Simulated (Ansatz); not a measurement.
`[BH2][GeH]([CH3])[OH]` + `[F][GaH][Cl]` → `[BH2][GeH]([CH3])[F]` + `[OH][GaH][Cl]`  (redistribution)

Program: Ansatz. Geometries: PBE0-D4/def2-TZVP. ΔE: electronic, gas phase. CCSD(T)/CBS adds triple-zeta CCSD(T) − MP2 to the extrapolated MP2 energy (def2 sets, frozen cores). Functionals use def2-TZVPP. B3LYP here is the variant with VWN-RPA as its local correlation; programs differ in this. For Ga, Ge outer-core shells are correlated without core-valence functions, which leaves a few kJ/mol of doubt a bond. Scalar relativity is left out up to krypton. One conformer a species, not always the lowest.

(1) Is it downhill or uphill in electronic energy at CCSD(T)/CBS, and by how much? (An estimate is asked.)

(2) What do these levels give: PBE0-D4, B3LYP-D4, B2PLYP, CCSD(T)/def2-TZVPP, HF/def2-QZVPP, MP2/CBS(def2)? (Estimate.)

Largest T1 diagnostic among the species: 0.013.

## Answers

(1) Computed: Downhill: ΔE = -18.5 kJ/mol.

(2) Ansatz gave: PBE0-D4 -17.4, B3LYP-D4 -18.2, B2PLYP -17.9, CCSD(T)/def2-TZVPP -16.1, HF/def2-QZVPP -16.2, MP2/CBS(def2) -18.5 kJ/mol.
